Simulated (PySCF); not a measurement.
**Polarisability and C₆ of S⁺ (sulfur, charge +1)**

[Ne] 3s2 3p3, high-spin 4S determinant. Computed with PySCF 2.14 in aug-cc-pVDZ-DK (5s4p2d, 27 functions), with the spin-free X2C one-electron Hamiltonian (Gaussian nucleus). Coupled (time-dependent) response in atomic units; α is the mean over directions. A double-zeta set is small for polarisabilities.

```
method  mean α (bohr³)  C₆ (like pair)  S(−4)
   UHF           10.98           55.26  33.29
   PBE           10.96           55.08  31.89
  PBE0           10.88           54.62  31.34
  BLYP           10.95           54.89  31.87
 B97-3           11.05           55.72  32.56
```

S(−4) is the Cauchy moment in α(ω) = α(0) + S(−4) ω² + …

α(iu) at PBE:

```csv
u (hartree),α(iu) (bohr³)
0,10.96
0.0500,10.88
0.100,10.65
0.200,9.838
0.300,8.750
0.500,6.521
0.750,4.404
1.00,3.051
1.50,1.641
2.00,1.004
3.00,0.4823
5.00,0.1860
```

For an ion, C₆ is the dispersion term alone; charge-induced terms of lower order in 1/R come first.
